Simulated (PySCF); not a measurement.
Compound: C7H7O3P.
Geometry (GFN2-xTB, Å), atoms numbered from 1 in this order:
```
atom  x, y, z in Å
C1     2.578   -0.434    2.790
C2     1.954   -0.501    1.492
C3     1.445   -0.541    0.402
P4     0.647   -0.706   -1.165
O5     0.578   -2.057   -1.728
O6     1.465    0.301   -2.121
C7    -0.948    0.093   -0.935
C8    -2.207   -0.362   -1.211
C9    -3.086    0.673   -0.824
C10   -2.294    1.671   -0.340
O11   -1.003    1.329   -0.399
H12    1.982    0.188    3.456
H13    3.576   -0.006    2.700
H14    2.656   -1.436    3.210
H15    1.783   -0.204   -2.872
H16   -2.453   -1.314   -1.633
H17   -4.154    0.674   -0.895
H18   -2.528    2.638    0.061
```

Definitions: NICS(0) = −σiso at the ring centroid; NICS(1) = −σiso and NICS(1)zz = −σzz at ±1 Å along the ring normal z. Level: GIAO PBE0/pcSseg-1 (PySCF, non-relativistic, gas phase) on the GFN2-xTB geometry, one conformer.

Ring bond lengths (Å), with Mayer bond orders in brackets: C7–C8 1.367 (1.56), C8–C9 1.412 (1.28), C9–C10 1.363 (1.58), C10–O11 1.337 (1.11), O11–C7 1.348 (1.02).

Question: Give the NICS values of each ring in ppm.

Answer: 
```tsv
ring	type	NICS(0)	NICS(1), two faces	NICS(1)zz, two faces	rms pucker (Å)	centre to ring atoms, mean (Å)
C7–C8–C9–C10–O11	5-membered ring with O; formal bonds all aromatic	-12.4	-10.9 / -10.8	-27.4 / -27.1	0.00	1.16
```

Question: What can be read from them?

Answer: 
- C7–C8–C9–C10–O11: mean NICS(1)zz -27.3 ppm, shielded. For a flat ring without four-coordinate atoms the NICS criterion counts such a value as aromatic.

Question: And the bond-length index? HOMA takes Krygowski's 1993 parameters.

Answer: 
- C7–C8–C9–C10–O11: HOMA 0.54; the largest term is that of O11–C7, α(R − Ropt)² = 1.08.

Question: What are the shieldings of the ring atoms and their hydrogens in the same run (means over atoms taken as equivalent)?

Answer: 
```json
{"atoms": "C7", "environment": "substituted aromatic carbon", "σ isotropic (ppm)": "31.9", "principal values of the symmetric part, first atom (ppm)": "-37.2, 32.8, 100.2"}
{"atoms": "C8", "environment": "aromatic CH carbon", "σ isotropic (ppm)": "60.7", "principal values of the symmetric part, first atom (ppm)": "-28.8, 46.3, 164.5"}
{"atoms": "C9", "environment": "aromatic CH carbon", "σ isotropic (ppm)": "69.8", "principal values of the symmetric part, first atom (ppm)": "-16.9, 63.5, 162.9"}
{"atoms": "C10", "environment": "aromatic CH next to a ring oxygen", "σ isotropic (ppm)": "34.7", "principal values of the symmetric part, first atom (ppm)": "-46.1, 43.1, 107.1"}
{"atoms": "O11", "environment": "furan-type oxygen", "σ isotropic (ppm)": "28.6", "principal values of the symmetric part, first atom (ppm)": "-127.6, -49.8, 263.0"}
{"atoms": "H16", "environment": "aromatic hydrogen", "σ isotropic (ppm)": "24.36", "principal values of the symmetric part, first atom (ppm)": "21.7, 23.8, 27.6"}
{"atoms": "H17", "environment": "aromatic hydrogen", "σ isotropic (ppm)": "25.01", "principal values of the symmetric part, first atom (ppm)": "22.9, 25.6, 26.5"}
{"atoms": "H18", "environment": "aromatic hydrogen", "σ isotropic (ppm)": "24.01", "principal values of the symmetric part, first atom (ppm)": "20.9, 25.2, 26.0"}
```
